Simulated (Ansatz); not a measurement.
Ideal-gas functions of GeH3IO (`[OH][GeH2][I]`) at 298.15 K and 1 bar, from an Ansatz frequency run at PBE0-D4/def2-TZVP.

Molar mass 218.54 g/mol, point group C1 (symmetry number 1), electronic degeneracy 1, moments of inertia 41.737, 386.794, 420.836 u Å². Harmonic wavenumbers (cm⁻¹, unscaled): 147, 230, 257, 495, 645, 715, 772, 852, 945, 2159, 2207, 3890.

Use S(trans) = R[1.5 ln M + 2.5 ln T − 1.1517]; rotational temperatures θ = 24.2544 K / I; S(rot) = R[ln(√π/σ · √(T³/θAθBθC)) + 1.5]; for each mode x = 1.438777 ν̃/T, S = R[x/(eˣ − 1) − ln(1 − e⁻ˣ)] and H = RT x/(eˣ − 1); 1 cm⁻¹ = 0.0119627 kJ/mol; R = 8.31446 J/(mol·K).

By hand: the entropy, in J/(mol·K).

Translation 176.0. Rotation: θ = 0.5811, 0.0627, 0.0576 K, giving 113.9. Vibration, mode by mode: 11.34, 7.86, 7.04, 2.81, 1.58, 1.21, 0.97, 0.71, 0.49, 0.00, 0.00, 0.00, in all 34.0. Electronic 0.0. Sum 323.9 J/(mol·K).

By hand: H − E and G − E in kJ/mol, counted from the electronic energy.

Zero-point energy ½ × 13314 × 0.0119627 = 79.6; thermal vibration 6.1; translation, rotation and pV give 4 RT = 9.9. H − E = 95.6 kJ/mol, and G − E = 95.6 − 298.15 × 323.9/1000 = -1.0 kJ/mol.

Vibration gives 10 % of the entropy, 11.3 J/(mol·K) of it from the mode under 150 cm⁻¹: soft modes count most, and the harmonic formula is weakest for them. The sum counts one conformer and one mirror image; others add a mixing term.
